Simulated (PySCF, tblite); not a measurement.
Isomers of C4H4F3O2 (doublet state), one GFN2-xTB conformer each. Single-point energies are computed at B3LYP/pcH-1 (PySCF, gas phase, no added dispersion term), electronic only. GFN2-xTB treats the open shell by occupation alone, and not every SCF solution was tested for stability.

**Question.** Rank them by B3LYP/pcH-1 energy, lowest first (kJ/mol).
A. `[CH3:1][C:2](=[O:3])[CH:4][O:5][C:6]([F:7])([F:8])[F:9]` (doublet state) with C1–C2–C4–O5 180°, C2–C4–O5–C6 0°
B. `[CH3:1][C@H:2]([C:3]=[O:4])[O:5][C:6]([F:7])([F:8])[F:9]` (doublet state) with C1–C2–C3–O4 60°, C1–C2–O5–C6 -165°
C. `[OH:1][CH:2][O:3]/[CH:4]=[CH:5]/[C:6]([F:7])([F:8])[F:9]` (doublet state) with H–O1–C2–O3 -10°, O1–C2–O3–C4 -175°, C2–O3–C4–C5 2°
D. `[O:1]=[CH:2][O:3][CH:4][CH2:5][C:6]([F:7])([F:8])[F:9]` (doublet state) with O1–C2–O3–C4 0°, C2–O3–C4–C5 175°, O3–C4–C5–C6 -99°
E. `[CH3:1][C:2]([CH:3]=[O:4])[O:5][C:6]([F:7])([F:8])[F:9]` (doublet state) with C1–C2–C3–O4 -1°, C1–C2–O5–C6 178°

**Answer.** D (0.0), E (3.1), A (18.9), B (28.0), C (117.0).

As drawn, the highest has an O–H bond, which the lowest lacks. Neighbours under 21 kJ/mol apart (O=CO[CH]CC(F)(F)F and C[C](C=O)OC(F)(F)F; C[C](C=O)OC(F)(F)F and CC(=O)[CH]OC(F)(F)F; CC(=O)[CH]OC(F)(F)F and C[C@H]([C]=O)OC(F)(F)F) can change places with a better method, another conformer or zero-point energy. GFN2-xTB itself gives, in the same order: 22.8, 0.0, 14.7, 57.0, 80.5. GFN2-xTB puts C[C](C=O)OC(F)(F)F lowest instead; measured from each level's own lowest isomer, the values differ by up to 36.5 kJ/mol (O[CH]O/C=C/C(F)(F)F: 80.5 against 117.0).

**Question.** What happens when harmonic zero-point energies from GFN2-xTB frequencies are added?

**Answer.** 
```tsv
SMILES	ZPE (kJ/mol)	electronic (kJ/mol)	with ZPE (kJ/mol)
O=CO[CH]CC(F)(F)F	203.6	0.0	0.0
C[C](C=O)OC(F)(F)F	203.8	3.1	3.3
CC(=O)[CH]OC(F)(F)F	204.6	18.9	20.0
C[C@H]([C]=O)OC(F)(F)F	205.2	28.0	29.5
O[CH]O/C=C/C(F)(F)F	200.2	117.0	113.7
```

The zero-point energies span 5.0 kJ/mol. The order is unchanged.
